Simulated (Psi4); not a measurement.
C₄H₉LiO (SMILES [Li][O]C(C)(C)C), singlet, geometry from GFN2-xTB (such geometries of metal compounds can be far from the true shape). Base run: HF/STO-3G in Psi4.

The Psi4 input:
```
memory 2 GB

molecule mol {
0 1
Li    0.952825    1.839100    1.901016
O     0.432552    0.834893    0.863001
C    -0.035026   -0.067605   -0.069881
C     1.009963   -1.173501   -0.300873
C    -1.341387   -0.709986    0.429250
C    -0.307909    0.649476   -1.403933
H     0.658894   -1.895049   -1.033882
H     1.208243   -1.683966    0.639096
H     1.936718   -0.725713   -0.653071
H    -1.155500   -1.218008    1.373067
H    -1.725533   -1.425014   -0.293488
H    -2.084437    0.066966    0.595546
H     0.611900    1.106872   -1.761945
H    -1.045512    1.433593   -1.247299
H    -0.677517   -0.046428   -2.152459
}

set {
  basis sto-3g
  reference rhf
  stability_analysis check
  scf_type pk
}

energy('scf')
print_variables()
```

The bond that is stretched is that between atoms 13 and 6. A test that says stable can miss a lower solution.

Variants of this job, named by their change:

```csv
change,ΔE vs base (mEh),<S^2>
base,0.000,0.000
stability_analysis = follow; reference = uhf,0.000,0.000
bond × 1.25,43.051,0.000
stability_analysis = follow; reference = uhf; bond × 1.25,43.051,0.000
bond × 1.5,121.8,0.000
stability_analysis = follow; reference = uhf; bond × 1.5,119.8,0.191
bond × 1.8,217.4,0.000
stability_analysis = follow; reference = uhf; bond × 1.8,165.2,0.748
bond × 2.2,319.4,0.000
stability_analysis = follow; reference = uhf; bond × 2.2,180.9,0.953
bond × 3.0,429.7,0.000
stability_analysis = follow; reference = uhf; bond × 3.0,185.1,1.007
```

Psi4 reported an instability in these rows: stability_analysis = follow; reference = uhf; bond × 1.5; stability_analysis = follow; reference = uhf; bond × 1.8; stability_analysis = follow; reference = uhf; bond × 2.2; stability_analysis = follow; reference = uhf; bond × 3.0 (restricted rows aren't judged here).

Where a bond breaks into two radicals, a solution with restricted orbitals usually stops being the lowest and lies too high; an unrestricted one lies lower at the price of spin contamination, which <S^2> shows.
